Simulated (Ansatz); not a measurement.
Geometry optimisation, RKS B3LYP/def2-SVP (Ansatz).

Input:

```yaml
crystal:
  periodic: [false, false, false]
  atoms:
    - { symbol: B, position_ang: [0.0, 0.0, 0.0] }
    - { symbol: H, position_ang: [0.0, 0.0, 1.54] }
    - { symbol: O, position_ang: [1.2211, 0.0, -0.705] }
    - { symbol: H, position_ang: [1.5209, -0.9519, -0.8599] }
    - { symbol: O, position_ang: [-1.2211, 0.0, -0.705] }
    - { symbol: H, position_ang: [-1.7308, -0.8467, -0.4965] }
    - { symbol: "N", position_ang: [0.0829, 1.7537, 0.5833] }
    - { symbol: H, position_ang: [0.4765, 1.9752, 1.5423] }
    - { symbol: H, position_ang: [-0.2631, 2.537, -0.0414] }
    - { symbol: H, position_ang: [0.0424, 0.8968, 1.5631] }
basis:
  gaussian: { orbitals: def2-SVP }
hamiltonian:
  xc: b3lyp
relax:
  f_tol: 0.15
  max_steps: 25
  restrain:
    - { distance: [0, 6], at: 2.75, k: 30.0 }
    - { distance: [9, 1], at: 1.86, k: 30.0 }
    - { distance: [0, 1], at: 1.19, k: 30.0 }
    - { distance: [9, 6], at: 1.06, k: 30.0 }
```

Run as:

```bash
$ ansatz run input.yaml --threads 2 --pin off --max-ram 3072MiB --backend cpu --events-out ev --progress --plain --runs-dir out
```

Q: Where does it end, and by what steps?

A: The run converged. The restraints hold the end off the free minimum; the threshold counts their pulls, which the force column leaves out. Restrained pairs: B1–N7 (1.85 → 2.76 Å), H2–H10 (0.90 → 1.87 Å), B1–H2 (1.54 → 1.20 Å), N7–H10 (1.30 → 1.04 Å). After 12 steps the energy has fallen by 4.909 eV (the restraints' own energy left out); H8 moved furthest, 1.01 Å.

```tsv
step	energy less start (eV)	largest force component (eV/Å)	accepted
0	0.0000	5.836	yes
1	-0.1487	3.953	yes
2	-0.8540	5.173	yes
3	-2.2943	3.503	yes
4	-3.6024	2.963	yes
5	-4.2359	1.688	yes
6	-4.5159	1.190	yes
7	-4.7041	1.042	yes
8	-4.8421	0.991	yes
9	-4.8850	0.921	yes
10	-4.8983	0.810	yes
11	-4.9015	0.889	yes
12	-4.9094	0.899	yes
```

```xyz
10
Properties=species:S:1:pos:R:3
B -0.009 -0.350 -0.130
H -0.093 -0.656 1.027
O 1.187 -0.298 -0.776
H 1.930 -0.537 -0.212
O -1.120 -0.113 -0.882
H -1.940 -0.210 -0.387
N 0.021 2.096 1.150
H 0.907 2.132 0.646
H -0.708 2.162 0.439
H -0.046 1.139 1.545
```

The run took 27 s on 2 threads of Arm Neoverse V1 (shared host), peak memory 0.16 GiB.
